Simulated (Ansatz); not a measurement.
Total energies of Cs₂H₂ (the lowest singlet isomer of a short search) from Ansatz at r2SCAN-D4/def2-TZVP, gas phase (1 Eh = 27.2114 eV = 2625.5 kJ/mol). The reference geometry is relaxed at PBE0-D4/def2-TZVP.

Cartesian coordinates in Å:
```
Cs -0.2336 -0.0245 -2.1078
Cs 0.2329 0.0253 2.1078
H -0.5740 -1.6163 0.0827
H 0.5747 1.6155 -0.0827
```

```csv
state,geometry,energy (Eh)
charge 0 singlet,reference,-41.48318
charge 1 doublet,reference,-41.27551
charge 0 triplet,relaxed at PBE0-D4/def2-TZVP,-41.47025
charge 0 quintet,relaxed at PBE0-D4/def2-TZVP,-41.29587
free Cs atom (doublet),–,-20.14847
free H atom (doublet),–,-0.49993
```

In the def2 sets Cs takes a core potential; there is no spin–orbit coupling.

(1) Work out the vertical ionisation energy to the doublet.

(2) Which of the charge 0 states is lowest, and how far above it are the others?

(3) What is the binding energy per atom against free atoms?

(1) E(charge 1 doublet) − E(charge 0 singlet) = -41.27551 − (-41.48318) = 0.20767 Eh = 5.65 eV. For comparison, −ε of the highest occupied level is 3.21 eV at this level, 2.44 eV less.

(2) The singlet. triplet: -41.47025 − (-41.48318) = 0.01293 Eh = 33.9 kJ/mol; quintet: -41.29587 − (-41.48318) = 0.18731 Eh = 491.8 kJ/mol. The triplet has fallen apart, so its energy is that of loose fragments and no spin gap. The quintet has fallen apart, so its energy is that of loose fragments and no spin gap. The triplet differs in its bonds from the reference. The quintet differs in its bonds from the reference.

(3) Atoms: 2 × (-20.14847) + 2 × (-0.49993) = -41.29680 Eh. Binding: -41.29680 − (-41.48318) = 0.18638 Eh = 5.07 eV, or 1.27 eV for each of 4 atoms (no zero-point energy, no counterpoise term).

The structure comes from a short search, and lower isomers may exist.
